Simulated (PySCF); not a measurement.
Si4H10.
SMILES: `[SiH3][SiH2][SiH2][SiH3]`

Level of theory: PySCF 2.14.0, density-fitted response routines, TDDFT PBE0/def2-SVPD, vertical, gas phase, core orbitals frozen in the response. One conformer (not necessarily the lowest) at the PBE0-D3(BJ)/def2-SVP geometry, without solvent, vibrations or thermal averaging. Torsions of this conformer, `[SiH3:1][SiH2:2][SiH2:3][SiH3:4]`: Si1–Si2–Si3–Si4 -179°.

```tsv
state	E (eV)	λ (nm)	f	main configurations (H = HOMO, L = LUMO)
S1	6.41	193.3	0.656	H→L (90%)
S2	6.49	191.1	0.0018	H→L+2 (97%)
S3	6.70	185.1	0.0001	H→L+1 (97%)
S4	6.79	182.5	0.034	H→L+3 (84%)
S5	6.82	181.9	0.0031	H→L+4 (88%)
S6	6.95	178.3	0.0001	H→L+5 (96%)
S7	7.09	174.8	0.0058	H-1→L (92%)
S8	7.32	169.4	0.0000	H-2→L (59%), H-1→L+1 (35%)
S9	7.33	169.1	0.0001	H→L+7 (80%), H-1→L+2 (14%)
```

Triplets, Tamm–Dancoff:

| state | E (eV) | λ (nm) | main configurations (H = HOMO, L = LUMO) |
| --- | --- | --- | --- |
| T1 | 5.39 | 229.8 | H→L (95%) |
| T2 | 5.98 | 207.4 | H→L+2 (90%) |
| T3 | 6.14 | 202.0 | H→L+1 (88%) |
| T4 | 6.18 | 200.7 | H→L+3 (47%), H→L+4 (38%) |

The lowest singlet comes at 193 nm (619 kJ/mol) in the vacuum ultraviolet; it is strong; its leading configuration is HOMO→LUMO (90%). The lowest level is also the most intense of those listed (f = 0.656). S8/S9 lie within about 0.01 eV of each other. Löwdin shares by element: HOMO silicon 80% (atoms not listed hold the other 20%); LUMO silicon 74% (atoms not listed hold the other 26%). Orbital energies (eV): HOMO-3 -9.42, HOMO-2 -8.89, HOMO-1 -8.63, HOMO -7.71, LUMO -0.47, LUMO+1 0.00, LUMO+2 0.07. Of the 9 states listed, 2 reach f = 0.01 and 4 stay under 0.0005. Weighted by f, the mean energy of these states is 6.44 eV. The vertical ionisation energy (ΔSCF) is 9.35 eV, 2.02 eV above S9. Orbitals of the list HOMO-3 to LUMO+2 that lie within 0.01 eV of each other are written together with a slash and their weights summed (≥ marks a lower bound); for degenerate orbitals outside that list single weights are arbitrary. Only the lowest 10 singlets were computed, as vertical energies without vibronic structure. The highest level found (7.49 eV, f 0.331 so far) is left out, since the window may have cut off a degenerate partner.

Time: 1.8 min of wall time. Hardware: one thread, Arm Neoverse V1, shared host.
